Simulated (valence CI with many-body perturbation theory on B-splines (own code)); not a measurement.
**E1 line list for Xe²⁰⁺**

Level of theory: valence CI with perturbative core correlation (CI+MBPT): six valence electrons over a frozen Dirac-Fock core [Ar] 3d10, a basis of 9 s, 9 p, 8 d, 6 f, 3 g, 1 h functions for each j, with the one-electron correlation potential Σ1, the two-electron term Σ2, the three-electron term Σ3, Breit, model QED; selected CI, second order for the rest, scaled by the run's own slope (own B-spline code, finite nucleus).

No measured levels were compared; by estimate levels hold to about 250 cm⁻¹ or 0.2 % of their energy and the worst to 1 %, as in measured heavy ions of charge 2 to 7; those with d or f electrons hold less well. Among the levels kept, up to 990 cm⁻¹ of a level comes from second order outside the variational space, and about a tenth of that is noise between levels of different J, which matters for small intervals.

Lines 51 to 87 of 87 in falling wavelength, among levels below 957100 cm⁻¹, chosen from the strongest by gf and those to the six lowest levels. Wavelengths and rates use the calculated energies, so an error of 1000 cm⁻¹ moves a line at 135.1 Å by 0.14 % and its rate by three times that or more. Electric multipoles are in the length gauge, E1 and E2 with the static RPA response of the core. Weak lines are less certain than strong ones. Lines between different terms over intervals too small for the method are left out, as are lines whose strength nearly cancels. The highest levels of a list are the least certain.

Levels are named by their leading jj configuration (3d3/2^4 stands for four electrons in 3d with j = 3/2), which in mixed levels can hold well under half, so a name can repeat and another be missing. Letters in brackets count levels of one name in rising energy.

| λ vac (Å) | Upper | Lower | A (s⁻¹) | log gf | Branch % |
| --- | --- | --- | --- | --- | --- |
| 135.1 | (4s^2 4p1/2 4p3/2^2 4d3/2) J=2 [c] | (4s^2 4p1/2 4p3/2^3) J=2 | 2.27e+07 | -3.51 | 0.0 |
| 134.0 | (4s^2 4p1/2 4p3/2^2 4d5/2) J=0 | (4s^2 4p1/2 4p3/2^3) J=1 | 4.46e+10 | -0.92 | 100.0 |
| 133.8 | (4s^2 4p1/2 4p3/2^2 4d5/2) J=3 [b] | (4s^2 4p1/2 4p3/2^3) J=2 | 7.44e+09 | -0.85 | 31.9 |
| 133.2 | (4s^2 4p1/2^2 4p3/2 4d5/2) J=3 | (4s^2 4p1/2^2 4p3/2^2) J=2 | 3.45e+10 | -0.19 | 99.8 |
| 132.7 | (4s^2 4p1/2 4p3/2^2 4d5/2) J=3 [c] | (4s^2 4p1/2 4p3/2^3) J=2 | 2.07e+10 | -0.42 | 8.9 |
| 132.4 | (4s^2 4p1/2 4p3/2^2 4d5/2) J=2 [a] | (4s^2 4p1/2 4p3/2^3) J=1 | 5.63e+09 | -1.13 | 26.9 |
| 132.4 | (4s^2 4p1/2 4p3/2^2 4d3/2) J=1 [b] | (4s^2 4p1/2^2 4p3/2^2) J=0 | 3.21e+10 | -0.60 | 70.6 |
| 131.9 | (4s^2 4p1/2 4p3/2^2 4d3/2) J=1 [c] | (4s^2 4p1/2 4p3/2^3) J=2 | 2.14e+09 | -1.78 | 0.6 |
| 131.5 | (4s^2 4p1/2 4p3/2^2 4d5/2) J=2 [b] | (4s^2 4p1/2 4p3/2^3) J=2 | 4.85e+10 | -0.20 | 21.0 |
| 131.0 | (4s^2 4p1/2 4p3/2^2 4d3/2) J=2 [c] | (4s^2 4p1/2 4p3/2^3) J=1 | 3.45e+10 | -0.35 | 14.0 |
| 129.8 | (4s^2 4p1/2 4p3/2^2 4d3/2) J=1 [a] | (4s^2 4p1/2^2 4p3/2^2) J=2 | 2.60e+09 | -1.71 | 15.8 |
| 128.7 | (4s^2 4p1/2 4p3/2^2 4d5/2) J=1 [b] | (4s^2 4p1/2 4p3/2^3) J=2 | 1.74e+11 | 0.11 | 52.8 |
| 128.6 | (4s^2 4p1/2 4p3/2^2 4d3/2) J=2 [a] | (4s^2 4p1/2^2 4p3/2^2) J=2 | 3.64e+09 | -1.35 | 95.5 |
| 128.5 | (4s^2 4p1/2 4p3/2^2 4d3/2) J=3 [b] | (4s^2 4p1/2 4p3/2^3) J=2 | 2.40e+10 | -0.38 | 7.1 |
| 128.0 | (4s^2 4p1/2 4p3/2^2 4d3/2) J=1 [c] | (4s^2 4p1/2 4p3/2^3) J=1 | 3.82e+10 | -0.55 | 10.4 |
| 127.6 | (4s^2 4p1/2 4p3/2^2 4d5/2) J=2 [b] | (4s^2 4p1/2 4p3/2^3) J=1 | 3.95e+09 | -1.32 | 1.7 |
| 126.7 | (4s^2 4p1/2 4p3/2^2 4d3/2) J=3 [a] | (4s^2 4p1/2^2 4p3/2^2) J=2 | 4.11e+09 | -1.16 | 98.4 |
| 125.8 | (4s^2 4p1/2 4p3/2^2 4d3/2) J=1 [b] | (4s^2 4p1/2^2 4p3/2^2) J=2 | 4.96e+09 | -1.45 | 10.9 |
| 125.0 | (4s^2 4p1/2 4p3/2^2 4d5/2) J=1 [b] | (4s^2 4p1/2 4p3/2^3) J=1 | 2.32e+10 | -0.79 | 7.0 |
| 124.9 | (4s^2 4p1/2 4p3/2^2 4d5/2) J=3 [a] | (4s^2 4p1/2^2 4p3/2^2) J=2 | 2.90e+09 | -1.32 | 96.9 |
| 123.6 | (4s^2 4p1/2 4p3/2^2 4d3/2) J=1 [d] | (4s^2 4p1/2 4p3/2^3) J=2 | 6.24e+10 | -0.37 | 14.3 |
| 122.4 | (4s^2 4p1/2 4p3/2^2 4d5/2) J=1 [a] | (4s^2 4p1/2^2 4p3/2^2) J=0 | 5.53e+07 | -3.43 | 0.0 |
| 120.1 | (4s^2 4p1/2 4p3/2^2 4d3/2) J=1 [d] | (4s^2 4p1/2 4p3/2^3) J=1 | 2.34e+10 | -0.82 | 5.4 |
| 119.3 | (4s^2 4p1/2 4p3/2^2 4d3/2) J=2 [b] | (4s^2 4p1/2^2 4p3/2^2) J=2 | 1.73e+10 | -0.74 | 91.1 |
| 116.8 | (4s^2 4p1/2 4p3/2^2 4d5/2) J=1 [a] | (4s^2 4p1/2^2 4p3/2^2) J=2 | 9.12e+10 | -0.25 | 70.9 |
| 115.9 | (4s^2 4p1/2 4p3/2^2 4d3/2) J=1 [c] | (4s^2 4p1/2^2 4p3/2^2) J=0 | 5.47e+10 | -0.48 | 14.9 |
| 114.2 | (4s^2 4p1/2 4p3/2^2 4d5/2) J=2 [a] | (4s^2 4p1/2^2 4p3/2^2) J=2 | 1.52e+10 | -0.83 | 72.9 |
| 113.5 | (4s^2 4p1/2 4p3/2^2 4d5/2) J=1 [b] | (4s^2 4p1/2^2 4p3/2^2) J=0 | 7.54e+10 | -0.36 | 22.9 |
| 113.2 | (4s^2 4p1/2 4p3/2^2 4d3/2) J=2 [c] | (4s^2 4p1/2^2 4p3/2^2) J=2 | 2.13e+11 | 0.31 | 86.0 |
| 112.3 | (4s^2 4p1/2 4p3/2^2 4d5/2) J=3 [b] | (4s^2 4p1/2^2 4p3/2^2) J=2 | 1.59e+10 | -0.68 | 68.2 |
| 111.5 | (4s^2 4p1/2 4p3/2^2 4d5/2) J=3 [c] | (4s^2 4p1/2^2 4p3/2^2) J=2 | 2.12e+11 | 0.44 | 91.1 |
| 110.9 | (4s^2 4p1/2 4p3/2^2 4d3/2) J=1 [c] | (4s^2 4p1/2^2 4p3/2^2) J=2 | 2.71e+11 | 0.18 | 74.1 |
| 110.6 | (4s^2 4p1/2 4p3/2^2 4d5/2) J=2 [b] | (4s^2 4p1/2^2 4p3/2^2) J=2 | 1.79e+11 | 0.22 | 77.3 |
| 109.5 | (4s^2 4p1/2 4p3/2^2 4d3/2) J=1 [d] | (4s^2 4p1/2^2 4p3/2^2) J=0 | 3.45e+11 | 0.27 | 79.4 |
| 108.7 | (4s^2 4p1/2 4p3/2^2 4d5/2) J=1 [b] | (4s^2 4p1/2^2 4p3/2^2) J=2 | 5.56e+10 | -0.53 | 16.9 |
| 108.6 | (4s^2 4p1/2 4p3/2^2 4d3/2) J=3 [b] | (4s^2 4p1/2^2 4p3/2^2) J=2 | 3.13e+11 | 0.59 | 92.9 |
| 105.0 | (4s^2 4p1/2 4p3/2^2 4d3/2) J=1 [d] | (4s^2 4p1/2^2 4p3/2^2) J=2 | 8.97e+08 | -2.35 | 0.2 |

Q: How does gf follow from A for the line at 128.5 Å?

A: gf = 1.4992 × (2J+1)_upper × A / σ², with σ = 777919 cm⁻¹ and 2J+1 = 7: gf = 0.416.
